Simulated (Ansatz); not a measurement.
Task: Name a neutral molecule of B, C and H with vertical ionisation energy (CCSD(T)/CBS(def2)) between 10.40 and 10.70 eV and HOMO–LUMO gap (ωB97M-V/def2-TZVPP) between 11.40 and 11.70 eV (Ansatz, PBE0-D4/def2-TZVP geometry).

Result: `CBC(C)C` (10.55 eV, 11.52 eV). Other molecules can fit too; these were computed, each in one conformer that needn't be the lowest.
